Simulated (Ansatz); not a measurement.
A nudged elastic band was laid between two geometries of CH4ClSSi (8 atoms, charge 1, multiplicity 1).

All numbers below come from Ansatz, RKS B3LYP-D4/def2-SVP.

* movable images: 7
* climbing image: yes
* spring: 5.0 eV/Å²
* optimiser: quadratic models (default)
* start path: through a guess of the saddle point
* force threshold: 0.05 eV/Å
* iteration limit: 60
* end points: relaxed

Initial state:

```xyz
8
Properties=species:S:1:pos:R:3
C -0.528 1.402 0.846
S -0.409 -0.159 1.280
Si 0.422 -1.264 -0.597
Cl 0.642 0.155 -2.040
H -0.904 2.116 1.592
H -0.252 1.771 -0.152
H -0.664 -2.228 -0.858
H 1.694 -1.794 -0.071
```

Final state:

```xyz
8
Properties=species:S:1:pos:R:3
C -0.529 1.402 0.846
S -0.399 -0.157 1.284
Si 0.422 -1.264 -0.596
Cl 0.644 0.156 -2.038
H -0.261 1.769 -0.155
H -0.903 2.117 1.592
H -0.668 -2.223 -0.857
H 1.694 -1.799 -0.075
```

**Question.** Which bonds break or form, and what moves?

**Answer.** No bond is made or broken. The dihedral H5–C1–S2–Si3 goes from -180 to 0°. The two ends are copies of one structure, up to a mirror image or an exchange of like atoms.

**Question.** Give the energies along the band, and the barrier.

**Answer.** The run ended unconverged. The highest image is number 4 of 0 to 8, 32.3 kcal/mol above the ends, which have the same energy within 2 meV. The band didn't meet its force threshold, so its energies are provisional: the largest band force was still 0.09 eV/Å, and over the last iterations the top stayed at 1.40 eV. Limits of this set-up: the dipole of an ion depends on the origin.

```
image  path coordinate (Å)  energy (kcal/mol)  dihedral H5–C1–S2–Si3 (°)
    0                 0.00                0.0                       -180
    1                 0.73                0.6                       -180
    2                 1.47                3.6                       -166
    3                 2.20               14.7                       -134
    4                 2.93               32.3                        -93
    5                 3.45               19.1                        -59
    6                 3.97                7.1                        -29
    7                 4.48                1.5                        -10
    8                 4.99                0.0                          0
```

The band took 60 iterations and of the order of 8 core-minutes.

Time of the run: 8.1 min on 1 thread of AMD EPYC 9R45 96-Core Processor (Zen 5), on a shared host, peak memory 0.21 GiB.
